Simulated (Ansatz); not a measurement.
`C[SiH2]C=O` + `[NH2][GeH3]` → `C[SiH2][NH][GeH3]` + `C=O` at 700 K and 1 bar (ligand exchange at the Si–C bond).

Computed with Ansatz on PBE0-D4/def2-TZVP structures; ΔE is electronic, products minus reactants. CBS: MP2 limit from def2 TZ/QZ plus the TZ coupled-cluster correction, frozen cores. This one scheme is used for every species. For Ge outer-core shells are correlated without core-valence functions, which leaves a few kJ/mol of doubt a bond. Scalar relativity is left out up to krypton. One conformer a species, not always the lowest.

```csv
species,CCSD(T)/CBS energy (Eh),H − E (kJ/mol),S (J/(mol·K))
`C[SiH2]C=O`,-443.94476,258.2,432.8
`[NH2][GeH3]`,-2133.81884,177.8,349.1
`C[SiH2][NH][GeH3]`,-2463.39859,337.4,522.6
`C=O`,-114.39408,97.4,254.3
```

H − E and S are ideal-gas, rigid-rotor, harmonic terms from PBE0-D4/def2-TZVP, for one conformer and one mirror image of each species. 1 Eh = 2625.50 kJ/mol, R = 8.31446 J/(mol·K).

Question: By hand: ΔE, ΔH, ΔS and ΔG.

Answer: ΔE = (-2463.39859) + (-114.39408) − (-443.94476) − (-2133.81884) = -0.02907 Eh = -76.3 kJ/mol. Δ(H − E) = 337.4 + 97.4 − 258.2 − 177.8 = -1.2, so ΔH = -77.5 kJ/mol. ΔS = 522.6 + 254.3 − 432.8 − 349.1 = -5.0 J/(mol·K). ΔG = -77.5 − 700 × (-5.0)/1000 = -74.0 kJ/mol.

Question: By hand: the equilibrium constant, and the temperature at which ΔG would vanish if ΔH and ΔS stayed fixed.

Answer: log₁₀ K = −ΔG/(RT ln 10) = 5.5. ΔG = 0 at ΔH/ΔS = 15500 K, far beyond where these terms or the molecules hold.

The number of gas molecules stays the same, so ΔS is small and ΔH decides. A doubt of 5 kJ/mol in ΔE shifts log₁₀ K by 0.4 here. Other conformers and mirror images would add mixing entropy, several J/(mol·K) or more a flexible species. Modes under 60 cm⁻¹, often nearly free rotors, make the harmonic entropy too high. These are equilibria of isolated gas molecules and say nothing of rates. Largest T1 diagnostic: 0.015 (customary marks: 0.02 for closed shells, 0.045 for open ones).
